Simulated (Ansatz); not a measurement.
Basis sets compared for RuO₂⁺. The state is a doublet with charge 1. Geometry PBE0-D4/def2-TZVP. Ansatz on 4 threads of Arm Neoverse V1 on a shared host; times are rough, and most runs start from earlier orbitals.

```xyz
3

Ru   -0.157   -0.378   -0.142
O    -0.731    0.911   -0.956
O     0.888   -0.533    1.098
```

In the def2 sets Ru takes a core potential; there is no spin–orbit coupling. The structure comes from a short search, and lower isomers may exist.

| level | functions | energy (Eh) | HOMO (eV) | LUMO (eV) | wall time |
| --- | --- | --- | --- | --- | --- |
| PBE-D4/def2-SVP | 59 | -244.7097 | -13.97 | -13.46 | 3.7 s |
| PBE0-D4/def2-SVP | 59 | -244.6071 | -15.80 | -12.32 | 1.4 s |

Problem. Estimate the rows for PBE-D4/def2-TZVP, PBE0-D4/def2-TZVP (with forces).

Solution. 
```tsv
level	functions	energy (Eh)	HOMO (eV)	LUMO (eV)	wall time
PBE-D4/def2-TZVP	102	-244.9217	-13.86	-13.35	6 s
PBE0-D4/def2-TZVP (with forces)	102	-244.8233	-15.63	-12.17	12 s
```
